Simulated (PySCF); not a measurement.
**Mercury: a sound run and one with changed settings**

Sound run: Hg²⁺ [Xe] 4f14 5d10, Hg³⁺ [Xe] 4f14 5d9. Calculation: PySCF 2.14, in def2-SVP with the def2 core potential (60 electrons); scalar relativity through the core potential. The sound run starts from symmetry-adapted Hartree-Fock orbitals and uses a fine grid where one is needed.

A second run was set up differently.

```tsv
species	method	sound run (hartree)	changed run (hartree)	converged
Hg²⁺	UHF	-151.60704	-151.60704	yes
Hg²⁺	BP86	-152.55962	-152.63728	yes
Hg²⁺	r2SCAN	-152.49908	-152.56303	yes
Hg³⁺	UHF	-150.36836	-150.36836	yes
Hg³⁺	BP86	-151.25815	-151.33374	yes
Hg³⁺	r2SCAN	-151.20406	-151.26764	yes
```

Ionisation energy of Hg²⁺:

```json
{"method": "UHF", "sound run (eV)": "33.706", "changed run (eV)": "33.706"}
{"method": "BP86", "sound run (eV)": "35.415", "changed run (eV)": "35.471"}
{"method": "r2SCAN", "sound run (eV)": "35.239", "changed run (eV)": "35.249"}
```

Task: What was changed?
A. all electrons correlated in a valence basis
B. basis contracted for another Hamiltonian
C. level shift left on
D. radial grid too coarse

Result: D. It used radial step 0.5 in ln r (0.13 in the sound run). A coarse radial grid mis-integrates the density and the exchange-correlation energy, with errors of either sign; Hartree-Fock needs no grid.
